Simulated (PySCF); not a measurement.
Isomers of [C8H11]+.

All values: PBE0/pcSseg-1 (PySCF) at GFN2-xTB geometries, gas phase, one conformer each.

Question: Rank by LUMO energy, highest first.
A. `[cH:1]1[cH:2][c+:3]1[CH2:4][CH:5]1[CH2:6][CH2:7][CH2:8]1` (charge +1) with C2–C3–C4–C5 -77°, C3–C4–C5–C6 -76°, C4–C5–C6–C7 -130°, C5–C6–C7–C8 13°, C6–C7–C8–C5 -13°, C4–C5–C8–C7 133°
B. `[CH3:1][CH2:2][C:3]1=[CH:4][CH:5]=[CH:6][CH2:7][CH+:8]1` (charge +1) with C1–C2–C3–C4 82°
C. `[CH2:1]=[C:2]([CH3:3])[C+:4]1[CH:5]=[CH:6][CH2:7][CH2:8]1` (charge +1) with C1–C2–C4–C5 3°
D. `[CH2:1]=[C:2]([CH3:3])[C@H:4]1[CH:5]=[CH:6][CH+:7][CH2:8]1` (charge +1) with C1–C2–C4–C5 -77°

Answer: A (-6.73 eV), D (-7.97 eV), C (-8.09 eV), B (-8.33 eV).

Question: Rank by HOMO–LUMO gap, lowest first.
A. `[CH2:1]=[C:2]([CH3:3])[C+:4]1[CH:5]=[CH:6][CH2:7][CH2:8]1` (charge +1) with C1–C2–C4–C5 3°
B. `[cH:1]1[cH:2][c+:3]1[CH2:4][CH:5]1[CH2:6][CH2:7][CH2:8]1` (charge +1) with C2–C3–C4–C5 -77°, C3–C4–C5–C6 -76°, C4–C5–C6–C7 -130°, C5–C6–C7–C8 13°, C6–C7–C8–C5 -13°, C4–C5–C8–C7 133°
C. `[CH2:1]=[C:2]([CH3:3])[C@H:4]1[CH:5]=[CH:6][CH+:7][CH2:8]1` (charge +1) with C1–C2–C4–C5 -77°

Answer: C (4.09 eV), A (4.26 eV), B (5.76 eV).

Question: Rank by the lowest IAO charge on any atom, lowest value first.
A. `[CH2:1]=[C:2]([CH3:3])[C+:4]1[CH:5]=[CH:6][CH2:7][CH2:8]1` (charge +1) with C1–C2–C4–C5 3°
B. `[cH:1]1[cH:2][c+:3]1[CH2:4][CH:5]1[CH2:6][CH2:7][CH2:8]1` (charge +1) with C2–C3–C4–C5 -77°, C3–C4–C5–C6 -76°, C4–C5–C6–C7 -130°, C5–C6–C7–C8 13°, C6–C7–C8–C5 -13°, C4–C5–C8–C7 133°
C. `[CH3:1][CH2:2][C:3]1=[CH:4][CH:5]=[CH:6][CH2:7][CH+:8]1` (charge +1) with C1–C2–C3–C4 82°

Answer: A (-0.435 e), C (-0.414 e), B (-0.298 e).

All values together:

```json
{"SMILES": "CCC1=CC=CC[CH+]1", "HOMO (eV)": "-12.65", "LUMO (eV)": "-8.33", "lowest IAO charge (e)": "-0.414 (C)", "highest IAO charge (e)": "+0.249 (H)", "lowest Hirshfeld charge (e)": "-0.103 (C)", "highest Hirshfeld charge (e)": "+0.121 (H)"}
{"SMILES": "C=C(C)[C@H]1C=C[CH+]C1", "HOMO (eV)": "-12.06", "LUMO (eV)": "-7.97", "lowest IAO charge (e)": "-0.430 (C)", "highest IAO charge (e)": "+0.212 (H)", "lowest Hirshfeld charge (e)": "-0.098 (C)", "highest Hirshfeld charge (e)": "+0.112 (C)"}
{"SMILES": "C=C(C)[C+]1C=CCC1", "HOMO (eV)": "-12.35", "LUMO (eV)": "-8.09", "lowest IAO charge (e)": "-0.435 (C)", "highest IAO charge (e)": "+0.206 (H)", "lowest Hirshfeld charge (e)": "-0.102 (C)", "highest Hirshfeld charge (e)": "+0.129 (C)"}
{"SMILES": "c1c[c+]1CC1CCC1", "HOMO (eV)": "-12.49", "LUMO (eV)": "-6.73", "lowest IAO charge (e)": "-0.298 (C)", "highest IAO charge (e)": "+0.242 (H)", "lowest Hirshfeld charge (e)": "-0.071 (C)", "highest Hirshfeld charge (e)": "+0.155 (C)"}
```

Conformers: `[CH3:1][CH2:2][C:3]1=[CH:4][CH:5]=[CH:6][CH2:7][CH+:8]1` (charge +1) with C1–C2–C3–C4 82°; `[CH2:1]=[C:2]([CH3:3])[C@H:4]1[CH:5]=[CH:6][CH+:7][CH2:8]1` (charge +1) with C1–C2–C4–C5 -77°; `[CH2:1]=[C:2]([CH3:3])[C+:4]1[CH:5]=[CH:6][CH2:7][CH2:8]1` (charge +1) with C1–C2–C4–C5 3°; `[cH:1]1[cH:2][c+:3]1[CH2:4][CH:5]1[CH2:6][CH2:7][CH2:8]1` (charge +1) with C2–C3–C4–C5 -77°, C3–C4–C5–C6 -76°, C4–C5–C6–C7 -130°, C5–C6–C7–C8 13°, C6–C7–C8–C5 -13°, C4–C5–C8–C7 133°.
